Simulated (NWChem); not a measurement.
Species: InBrF₂; SMILES [F][In]([F])[Br]

This build's default masses of Se (78.918 u) and Br (79.917 u) are each other's, which moves their modes by up to 0.6 %. def2 effective core potentials on In; no spin-orbit coupling.

Task: Give the equilibrium geometry at PBE0/def2-SVP with def2 effective core potentials on In (NWChem) as a list of bonds and angles, with the point group.

Result: point group C2v; any orientation.
Bond lengths (Å): In1–F2 1.940, In1–F3 1.940, In1–Br4 2.438. Angles (°): F2–In1–F3 115.8, F2–In1–Br4 122.1, F3–In1–Br4 122.1.
